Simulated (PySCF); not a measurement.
**How methods differ on the excitation energy of Sr**

Sr [Kr] 5s2 (1S) → Sr [Kr] 5p2 (3P), as a difference of total energies. Computed with PySCF 2.14 in x2c-QZVPPall (13s8p7d3f2g, 111 functions), with scalar relativity by spin-free X2C-1e. Correlated levels: valence: [Kr] frozen; valence and next inner shell: [Ar] 3d10 frozen. The calculations carry no spin-orbit coupling.

Question: Order these methods by the excitation energy they give, lowest first.
A. PBE
B. SCS-MP2 (valence and next inner shell)
C. MP2 (valence)
D. PBE0

Answer: A (4.134 eV), D (4.168 eV), C (4.273 eV), B (4.811 eV).

Errors of the correlated levels include the incompleteness of this basis and the frozen core.

The basis was made for the ground configuration and has no added diffuse functions, so the excitation energy can come out too high.

For comparison: 4.405 eV (measured; NIST levels, between the centres of gravity of the two terms).
